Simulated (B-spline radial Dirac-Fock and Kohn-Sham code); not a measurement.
Z = 34 (selenium), transition energy 410 keV. Calculated with a radial atomic solver, using a Dirac-Hartree-Slater potential of the neutral atom with a Latter tail (no hole, which puts coefficients of high multipoles low close above an edge), finite nucleus with surface currents. Subshells that would emit electrons below 1 keV are left out.

Q: A pure transition shows α(K) = 0.0151, L1/L2 = 7.68 and L1/L3 = 10.1. What is its multipolarity?
A. M1
B. E4
C. M4
D. E1
E. E2
F. M2
G. E3
H. M3

A: G. For comparison, α(K), L1/L2, L1/L3 are E1 0.00123, 59.2, 34.5; E2 0.00461, 19.8, 19.3; E4 0.0477, 3.74, 5.72; M1 0.00247, 46.0, 99.9; M2 0.00891, 25.3, 59.8; M3 0.0297, 15.9, 22.8; M4 0.0979, 11.1, 10.8.
